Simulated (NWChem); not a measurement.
# C₂H₈OSi; SMILES [SiH3]OCC

```xyz
12

Si    -0.0003     1.6553     0.0000
O      0.4135     0.0439     0.0000
C     -0.5187    -1.0115     0.0000
C      0.2148    -2.3322     0.0000
H     -0.8078     2.0038    -1.2126
H     -0.8078     2.0038     1.2126
H      1.2746     2.4214     0.0000
H     -1.1771    -0.9439     0.8887
H     -1.1771    -0.9439    -0.8887
H      0.8556    -2.4159     0.8903
H     -0.4958    -3.1725     0.0000
H      0.8556    -2.4159    -0.8903
```
Atoms are numbered in this order, from 1.

Computed with NWChem. Coordinates come from a PBE0/def2-SVP optimisation. Hybrids' shares of exact exchange are those that their runs print; pure functionals count as 0. The functionals differ in more than this share.

```csv
row,share of exact exchange,highest occupied level (eV)
PBE/def2-TZVP,0.00,-6.54
TPSSh/def2-TZVP,0.10,withheld
B3LYP/def2-TZVP,0.20,-7.83
PBE0/def2-TZVP,0.25,-8.04
```

Problem. Fit a straight line of the last column on the one before it, predict the withheld value, and compare with the run.

Solution. 
1. Means of the 3 shown rows: x = 0.150, y = -7.470. Slope Σ(x − x̄)(y − ȳ)/Σ(x − x̄)² = -0.2145/0.03500 = -6.129; intercept -6.551.
2. The shown rows scatter about the line by 0.040 (root mean square); the largest residual is -0.05, at B3LYP/def2-TZVP.
3. At x = 0.10 (TPSSh/def2-TZVP; inside the shown range) the line gives -7.16.
4. The run gives -7.27, -0.11 from the line, 2.7 times the scatter.
